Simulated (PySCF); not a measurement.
Computed structure and properties of [PbCl3]−

System: [PbCl3]− (singlet); start: template (C3v). Method: PySCF 2.14.0, RKS B3LYP, Pb def2-SVP with ECP60, Cl def2-SVP; non-relativistic Hamiltonian with scalar-relativistic core potentials where named; density fitting; no spin-orbit coupling.

Input of the relaxation:

```python
mol = gto.M(atom='''
Pb     0.00000     0.00000     0.29767
Cl     2.43811    -0.00004    -0.59013
Cl    -1.21902     2.11148    -0.59013
Cl    -1.21909    -2.11145    -0.59013''',
    basis={'Pb': 'def2-SVP', 'Cl': 'def2-SVP'},
    ecp={'Pb': 'def2-SVP'},
    charge=-1, spin=0)
mf = dft.RKS(mol, xc='B3LYP')
mf.grids.atom_grid = (50, 194)
mf = mf.density_fit()  # fitting sets: Pb def2-universal-JKFIT, Cl def2-universal-JKFIT
mf.conv_tol = 1e-08; mf.max_cycle = 55
mf.kernel(dm0)  # dm0: converged density of the start geometry
# quasi-Newton relaxation in Cartesian coordinates to a largest gradient under 0.00045 Eh/bohr, steps kept in the point group
```

Run from Python with OMP_NUM_THREADS=2; the lines above give its settings. Where DIIS fails, smearing, a level shift and second-order steps follow.
It took 8.3 s on 2 threads of Arm Neoverse V1, with other jobs on the host, from the converged density of the start.

Course of the relaxation:

```csv
step,energy above end (eV),largest force component within the symmetry (eV/Å)
0,0.1338,1.058
1,0.0110,0.247
2,0.0037,0.107
3,-0.0001,0.021
4,0.0000,0.000
```

Relaxed geometry (C3v):

```xyz
4

Pb    0.0000    0.0000    0.5091
Cl    2.3434    0.0000   -0.6606
Cl   -1.1717    2.0295   -0.6606
Cl   -1.1717   -2.0294   -0.6606
```

| contact | Å |
| --- | --- |
| Pb1–Cl2 (Cl) | 2.619 |
| Pb1–Cl3 (Cl) | 2.619 |
| Pb1–Cl4 (Cl) | 2.619 |

On the finer grid (75, 302):

The HOMO is -2.39 eV. The LUMO is 3.08 eV, the dipole about the centre of mass is 5.27 D and the set of Mulliken populations of Pb1 outside the core potential is s 3.91, p 7.44, d 10.15. The D3(BJ) dispersion energy (not in the energies) is -0.283 eV.

| atom | Mulliken (e) | Löwdin (e) | spin (e) |
| --- | --- | --- | --- |
| Pb1 | 0.50 | 0.06 | 0.00 |
| Cl2 | -0.50 | -0.35 | 0.00 |
| Cl3 | -0.50 | -0.35 | 0.00 |
| Cl4 | -0.50 | -0.35 | 0.00 |

On the grid (50, 194), as all that follows. Harmonic modes: a minimum; lowest 81 cm⁻¹ (negative: unstable), highest 271 cm⁻¹, zero-point energy 0.063 eV.

Taking off one Cl (charge -1, singlet; the rest: singlet) in vacuum, both parts rigid, costs 3.22 eV; the small basis without counterpoise inflates it.

Rigid scan of Cl along the line from its metal, all other atoms held (where the atom bridges, its other bond changes as well):

```json
{"distance to Cl2 (Å)": "2.32", "energy (eV)": "0.492"}
{"distance to Cl2 (Å)": "2.42", "energy (eV)": "0.188"}
{"distance to Cl2 (Å)": "2.52", "energy (eV)": "0.040"}
{"distance to Cl2 (Å)": "2.62", "energy (eV)": "0.000"}
{"distance to Cl2 (Å)": "2.72", "energy (eV)": "0.032"}
{"distance to Cl2 (Å)": "2.82", "energy (eV)": "0.111"}
{"distance to Cl2 (Å)": "3.02", "energy (eV)": "0.345"}
{"distance to Cl2 (Å)": "3.32", "energy (eV)": "0.754"}
{"distance to Cl2 (Å)": "3.72", "energy (eV)": "1.256"}
{"distance to Cl2 (Å)": "4.22", "energy (eV)": "1.742"}
```

One start shape was tried, so this needn't be the lowest isomer.
